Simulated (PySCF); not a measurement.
**An isoelectronic set: 49 electrons**

PBE0 in PySCF with def2-TZVPP on every atom, for the lowest determinant that a PBE0 search found; no spin–orbit coupling. All have 49 electrons, 11 of them in the valence shells, and the same state, a doublet (π ↑). For ions De leads to the atom and ion picked by measured ionisation energies and electron affinities.

```
species  difference of nuclear charges  Re (Å)  ωe (cm⁻¹)  k (mdyn/Å)  De (eV)  dissociates to  Mayer bond order
   GeCl                             15   2.173        408        2.33     4.14         Ge + Cl              1.13
    AsS                             17   2.011        602        4.79     3.96          As + S              2.28
    PSe                             19   2.029        596        4.66     3.85          P + Se              2.36
   SiBr                             21   2.231        423        2.17     3.93         Si + Br              1.28
```

Spin–orbit coupling is left out. States were picked by a PBE0 search and need not be the measured ground states.
